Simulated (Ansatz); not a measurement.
C₂H₅InOSi. Total charge 0; spin multiplicity 1. In takes the def2 core potential. The bonds changed during the relaxation, so this is another structure than the one it started from.

```
atom   x (Å)   y (Å)   z (Å)
  C1   1.850   0.268   1.689
 In2   1.545  -0.089  -0.498
 Si3  -1.599  -0.111  -0.468
  C4  -1.487   0.056  -2.335
  O5  -1.325   0.294  -3.428
  H6   1.448   1.239   1.993
  H7   2.919   0.250   1.922
  H8   1.357  -0.502   2.291
  H9  -1.631  -1.610  -0.632
 H10  -3.078   0.206  -0.533
```

Task: What are the harmonic wavenumbers in cm⁻¹ at PBE0-D4/def2-TZVP (Ansatz, finite differences of forces, unscaled)? (Best estimate.)

Result: The calculation gave: 26, 33, 68, 71, 90, 176, 289, 319, 428, 490, 505, 561, 636, 720, 916, 1138, 1434, 1434, 2074, 2117, 2174, 3025, 3115, 3119.

Task: Is this a minimum?

Result: Yes, all 24 modes are real.

Task: Give the ideal-gas thermochemistry at 298.15 K and 1 bar (rigid rotor, harmonic oscillator; point group C1, symmetry number 1).

Result: Zero-point energy 149.3 kJ/mol; H(298) − E = 177.0 kJ/mol; entropy 432.0 J/(mol·K), of which translation 174.2, rotation 121.9, vibration 136.0; G(298) − E = 48.2 kJ/mol. Modes under 100 cm⁻¹ are hindered rotations or soft bends, so the harmonic entropy is rough.
